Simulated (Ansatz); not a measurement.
Z-matrix (Å, degrees):
```
C
Si 1 1.860
H 1 1.091 2 111.5
H 1 1.094 2 109.1 3 119.4
H 1 1.091 2 110.9 3 -121.0
S 2 2.163 1 113.2 3 67.5
H 2 1.483 1 111.5 3 -55.9
H 2 1.484 1 111.6 3 -178.4
Si 6 2.101 2 102.5 1 -52.9
Cl 9 2.047 6 112.2 2 -40.4
Cl 9 2.047 6 112.4 2 80.3
H 9 1.473 6 108.5 2 -160.7
```

Charge 0, multiplicity 1.

Task: List the PBE0/def2-TZVPP orbital energies in eV (Ansatz). (An estimate is asked.)

Result: The calculation gave: Occupied: -2767.76, -2767.66, -2422.49, -1805.06, -1803.27, -278.14, -259.62, -259.52, -217.88, -197.90, -197.80, -197.77, -197.76, -197.67, -197.66, -161.68, -161.63, -161.55, -147.13, -145.55, -101.83, -101.81, -101.75, -100.25, -100.18, -100.16, -23.91, -23.16, -20.75, -19.89, -15.33, -14.23, -12.22, -12.01, -11.82, -11.53, -11.21, -10.09, -10.00, -9.85, -9.60, -9.36, -9.25, -8.89, -7.83. Lowest empty: -0.30, -0.03, 0.34, 0.55, 1.15, 1.20, 1.80, 2.26.
